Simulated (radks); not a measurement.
Values are calculated unless marked as measured or tabulated.
Problem. Code: a radial shooting solver on a logarithmic mesh with Libxc functionals. Model: Dirac Kohn-Sham, BLYP, spin-unpolarised, spherical densities, finite nucleus; open shells fill j = l - 1/2 first; Fermi nuclear charge, rms radius of each element as measured or else 0.836 A^(1/3) + 0.57 fm. Each species is in its NIST ground configuration. Rank Mo+, Zr+, Ag+, Rh+, Tc+, Ru+, Nb+, Cd+, Pd+ by mean radius of the outermost orbital (bohr), largest first.

Solution. Zr+ 3.43, Tc+ 3.04, Cd+ 2.65, Nb+ 2.07, Mo+ 1.92, Ru+ 1.66, Rh+ 1.56, Pd+ 1.48, Ag+ 1.40.
